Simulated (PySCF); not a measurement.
**Electron correlation in Ce³⁸⁺ (cerium, charge +38)**

[Ar] 3d2, high-spin 3F determinant. Computed with PySCF 2.14 in an even-tempered Gaussian basis (18 s from 6.9 bohr⁻², ratio 2.5; 12 p from 9 bohr⁻², ratio 2.5; 7 d from 9 bohr⁻², ratio 2.5; 4 f from 31 bohr⁻², ratio 2.7; 3 g from 47 bohr⁻², ratio 2.7), with scalar relativity by spin-free X2C-1e. Frozen: [Ne]; 10 electrons correlated; the 25 highest virtual orbitals of each spin left out.

MP2 pair energies summed by pair of shells (mhartree):

| pair | energy | share (%) |
| --- | --- | --- |
| 3p-3p | -258.87 | 56.5 |
| 3p-3d | -108.52 | 23.7 |
| 3s-3p | -54.60 | 11.9 |
| 3s-3d | -19.40 | 4.2 |
| 3s-3s | -11.92 | 2.6 |
| 3d-3d | -5.14 | 1.1 |

Total MP2 correlation energy: -458.46 mhartree.

At this charge the one-electron X2C treatment keeps the bare 1/r₁₂, with no two-electron picture change or Breit term. The effect here is smaller than on the frozen 1s shell; and a scalar Hamiltonian misses the large spin-orbit splitting of the p shells, which matters for ns² → np² pairs.

Spin-orbit coupling is strong in this species, so the high-spin LS determinant is a model state.
